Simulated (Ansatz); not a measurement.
(ZnO)n: binding per atom (eV) at several levels, gas phase, relaxed structures; Ansatz. Clusters are the lowest isomers that short searches found in that spin, judged at the geometry's level. Binding counts from free atoms in the multiplicity of their measured ground term, without zero-point energy. The structures are stationary points that may keep the symmetry of their start.

```csv
species,state,geometry,PBE-D4/def2-SVP,PBE-D4/def2-TZVP,PBE0-D4/def2-SVP,PBE0-D4/def2-TZVP
(ZnO)2 ring (Zn2O2),singlet,r2SCAN-D4/def2-SVP,2.09,1.98,1.78,1.74
Zn3O3,singlet,r2SCAN-D4/def2-SVP,2.76,2.62,2.49,2.41
Zn10O10,singlet,r2SCAN-D4/def2-SVP,3.20,2.97,2.97,2.80
```
